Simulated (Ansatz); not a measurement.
Isomers of Ge$_{2}$F$_{5}$⁻ (singlet), relaxed with PBE0-D4/def2-SVPD; total energies from Ansatz at PBE0-D4/def2-TZVPD.

| isomer | description | energy (Eh) |
| --- | --- | --- |
| A | point group Cs; 5 × F–Ge 1.78 to 1.82 Å; 1 × Ge–Ge 2.68 Å | -4652.79090 |
| B | point group Cs; 6 × F–Ge 1.81 to 2.01 Å | -4652.79296 |

The isomers come from a short search, and lower ones may exist.

Question: Work out the relative energies (1 Eh = 2625.5 kJ/mol) and the Boltzmann populations at 800 K from electronic energies alone (R = 8.314 J/mol/K).

Answer: ΔE: A 5.4, B 0.0 kJ/mol. RT = 6.65 kJ/mol. Factors exp(−ΔE/RT): A 0.444, B 1; sum 1.444. Populations: A 30.7 %, B 69.3 %. Zero-point energy, vibrational entropy and symmetry numbers are left out and can shift these; an error of 4 kJ/mol changes a ratio by a factor of 1.8. Over the other density-functional and correlated levels in def2 sets, the gap between B and A ranges from 7 to 18 kJ/mol.
